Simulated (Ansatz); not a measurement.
Input file for CH$_{4}$F$_{2}$OSi$_{2}$ (`O=C([SiH3])[SiH](F)F`):

```yaml
crystal:
  periodic: [false, false, false]
  atoms:
    - {symbol: O, position_ang: [-1.142448, -1.394801, 0.849308]}
    - {symbol: C, position_ang: [-0.439735, -0.560983, 0.311827]}
    - {symbol: Si, position_ang: [0.130069, -0.781639, -1.528445]}
    - {symbol: Si, position_ang: [0.057713, 0.949179, 1.391231]}
    - {symbol: F, position_ang: [1.559688, 1.345679, 1.059171]}
    - {symbol: F, position_ang: [-0.857456, 2.177030, 0.974717]}
    - {symbol: H, position_ang: [0.051191, 0.538014, -2.206977]}
    - {symbol: H, position_ang: [-0.732823, -1.790301, -2.186594]}
    - {symbol: H, position_ang: [1.548069, -1.225161, -1.495806]}
    - {symbol: H, position_ang: [-0.091168, 0.691882, 2.834568]}
basis:
  gaussian: {orbitals: def2-TZVPP}
correlation: {method: ccsd_t}
```

```sh
$ ansatz run in.yaml --threads 4 --pin off --events-out ev --progress --plain --max-ram 10444MiB
```

Output of Ansatz, abridged:

```
Functional definition: HF
1608 factors; integrals over basis functions are off by at most 8.9e-4 eV
mean field evaluation 1: about -24269.3106 eV, gradient 4.8e1 eV
mean field evaluation 2: about -24269.6132 eV, gradient 4.8e1 eV
mean field evaluation 4: about -24274.4157 eV, gradient 4.8e0 eV
mean field evaluation 8: about -24274.5364 eV, gradient 6.6e-1 eV
mean field evaluation 16: about -24274.5394 eV, gradient 2.1e-6 eV
mean field -24274.53937734 eV, -892.0728682434 hartree, gradient 2.2e-6 eV, S^2 0.000000; 0 other end points of the search recorded, 0 dependent functions left out
14 core orbitals not correlated: weight in the atoms' cores, before any rotation towards them, 1.000 or more for the frozen orbitals, at most 0.000 for the correlated occupied ones
reference -24274.53937734 eV, -892.0728682434 hartree; 18, 18 occupied and 232, 232 virtual orbitals, 1608 factors
second order -30.36991700 eV of doubles, -0.00000000 eV of singles
cycle   1  -30.32572766 eV  change    4.4e-2 eV  update   1.3e-1
cycle   2  -31.10275577 eV  change   -7.8e-1 eV  update   4.3e-2
cycle   3  -31.31170000 eV  change   -2.1e-1 eV  update   2.2e-2
cycle   4  -31.28811185 eV  change    2.4e-2 eV  update   5.4e-3
cycle   5  -31.28421707 eV  change    3.9e-3 eV  update   2.6e-3
cycle   6  -31.28666602 eV  change   -2.4e-3 eV  update   8.4e-4
cycle   7  -31.28646849 eV  change    2.0e-4 eV  update   3.5e-4
cycle   8  -31.28623379 eV  change    2.3e-4 eV  update   1.4e-4
cycle   9  -31.28627588 eV  change   -4.2e-5 eV  update   7.7e-5
cycle  10  -31.28629679 eV  change   -2.1e-5 eV  update   4.7e-5
cycle  11  -31.28624536 eV  change    5.1e-5 eV  update   3.2e-5
cycle  12  -31.28628194 eV  change   -3.7e-5 eV  update   2.0e-5
cycle  13  -31.28627504 eV  change    6.9e-6 eV  update   1.0e-5
perturbative correction -1.12038308 eV, -0.0411733187 hartree
Total energy: -24306.94603545 eV, -893.2637909631 hartree
```

Hardware: 4 threads of an Arm Neoverse V1 on a shared host. Wall time 5.2 min, peak host memory 6.5 GiB.

MP2 recovers 93.7 % of the CCSD(T) correlation energy and the triples give 3.5 %; T1 = 0.0144.
